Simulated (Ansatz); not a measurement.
Wavefunction ladder for `COC(=O)CC(=O)C(C)C`

Z-matrix (Å, degrees):
```
C
O 1 1.426
H 1 1.087 2 105.7
H 1 1.091 2 110.5 3 119.6
H 1 1.091 2 110.5 3 -119.8
C 2 1.333 1 115.2 3 -180.0
C 6 1.507 2 111.5 1 178.1
O 6 1.203 2 123.9 1 -0.7
C 7 1.528 6 109.4 2 -108.7
H 7 1.092 6 107.2 2 132.3
H 7 1.087 6 110.8 2 11.3
O 9 1.203 7 120.2 6 102.1
C 9 1.512 7 116.6 6 -78.6
C 13 1.531 9 108.3 7 -81.1
C 13 1.517 9 111.5 7 155.9
H 13 1.095 9 106.9 7 35.3
H 14 1.093 13 110.5 9 -63.4
H 14 1.092 13 109.8 9 177.4
H 14 1.092 13 112.4 9 57.6
H 15 1.092 13 110.2 9 179.6
H 15 1.092 13 111.3 9 -60.3
H 15 1.091 13 110.7 9 59.4
```

Charge 0, multiplicity 1. All single points use the PBE0-D4/def2-TZVP geometry. It is one conformer, not always the lowest. Frozen core, restricted reference, Ansatz. CBS rows extrapolate triple and quadruple zeta; past MP2 they add the triple-zeta difference.

| basis | HF (Eh) | MP2 corr. | CCSD corr. | (T) | CCSD(T) total |
| --- | --- | --- | --- | --- | --- |
| def2-SVP | -496.29397 | -1.50727 | -1.58670 | -0.05166 | -497.93233 |
| def2-TZVPP | ? | -1.86511 | -1.92049 | -0.08261 | ? |
| def2-QZVPP | ? | ? | – | – | – |
| CBS(def2) | -496.89213 | ? | -2.14652 | as TZ | ? |

(1) Fill in the withheld values. (Estimate.)

Answers

(1) The calculation gave: def2-TZVPP HF (Eh): -496.86665; def2-TZVPP CCSD(T) total: -498.86975; def2-QZVPP HF (Eh): -496.88905; def2-QZVPP MP2 corr.: -1.99496; CBS(def2) MP2 corr.: -2.09114; CBS(def2) CCSD(T) total: -499.12126.
